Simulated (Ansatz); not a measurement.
CH₉BSi₂ (`BC[SiH2][SiH3]`). The species carries charge 0 and has multiplicity 1. All single points use the PBE0-D4/def2-TZVP geometry. It is one conformer, not always the lowest.

```xyz
13

B    -0.544    0.143    1.775
C    -0.285   -1.169    1.032
Si    0.792   -0.652   -0.457
Si   -0.081    1.192   -1.607
H    -1.487    0.826    1.486
H     0.230    0.553    2.593
H    -1.169   -1.630    0.583
H     0.317   -1.912    1.561
H     0.876   -1.813   -1.386
H     2.169   -0.330    0.007
H    -1.497    0.940   -1.987
H     0.708    1.440   -2.844
H    -0.028    2.412   -0.756
```

(1) What is the dipole moment at ωB97M-V/def2-TZVPP? (Estimate.)

(2) And with PBE, r2SCAN, B3LYP? (Best estimate.)

(3) Give the Mulliken charges with ωB97M-V, PBE, B3LYP in def2-TZVPP. (Best estimate.)

Answers

(1) The calculation gave: 0.97 D, with components (-0.03, -0.96, -0.12) D in this frame, pointing from negative to positive charge.

(2) Ansatz gave: PBE 1.04 D, r2SCAN 1.02 D, B3LYP 0.97 D.

(3) Ansatz gave: 
```
atom  ωB97M-V    PBE  B3LYP
  B1    -0.21  -0.11  -0.12
  C2    -0.31  -0.21  -0.24
 Si3     0.12   0.14   0.20
 Si4     0.03   0.10   0.15
  H5     0.09   0.03   0.04
  H6     0.08   0.02   0.04
  H7     0.14   0.12   0.11
  H8     0.13   0.12   0.11
  H9    -0.01  -0.04  -0.06
 H10    -0.01  -0.05  -0.06
 H11    -0.02  -0.04  -0.06
 H12    -0.02  -0.04  -0.06
 H13    -0.01  -0.03  -0.05
```

B3LYP here is the variant with VWN-RPA as its local correlation; programs differ in this.
